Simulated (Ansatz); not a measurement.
Worked example: a bond strength in CuOH (SMILES [Cu]O)

CuOH has 3 atoms, charge 0, and is taken as a singlet. As SMILES, `[Cu]O`. Geometry: optimised at r2SCAN/def2-SVP.

```xyz
3

Cu   -1.1286    0.2720   -0.5853
O     0.4115    0.3231    0.2610
H     0.7171   -0.5951    0.3242
```

Wanted: the dissociation energy of the H3–O2 bond into doublet H and doublet CuO (shapes relaxed at r2SCAN/def2-SVP, no zero-point term). 1 Eh = 2625.50 kJ/mol = 27.2114 eV. Totals in Eh; open shells run unrestricted unless said.

```
                                     level  program          CuOH  doublet H   doublet CuO
                            PBE/def2-TZVPP   Ansatz  -1716.049795  -0.499616  -1715.375129
                        PBE0-D4/def2-TZVPP   Ansatz  -1716.039323  -0.501036  -1715.359026
RPA@PBE/def2-TZVPP, 6 core orbitals frozen   Ansatz  -1715.744662  -0.517613  -1715.052844
```

**Question.** Work out the dissociation energy at each level.

**Answer.** 
1. PBE/def2-TZVPP: (-0.499616) + (-1715.375129) − (-1716.049795) = 0.175050 Eh = 459.6 kJ/mol = 4.76 eV.
2. PBE0-D4/def2-TZVPP: (-0.501036) + (-1715.359026) − (-1716.039323) = 0.179261 Eh = 470.6 kJ/mol = 4.88 eV.
3. RPA@PBE/def2-TZVPP: (-0.517613) + (-1715.052844) − (-1715.744662) = 0.174205 Eh = 457.4 kJ/mol = 4.74 eV.

The levels span 457 to 471 kJ/mol; no measured value is set beside them. A bond enthalpy at 298 K also holds the loss of zero-point energy and thermal terms.
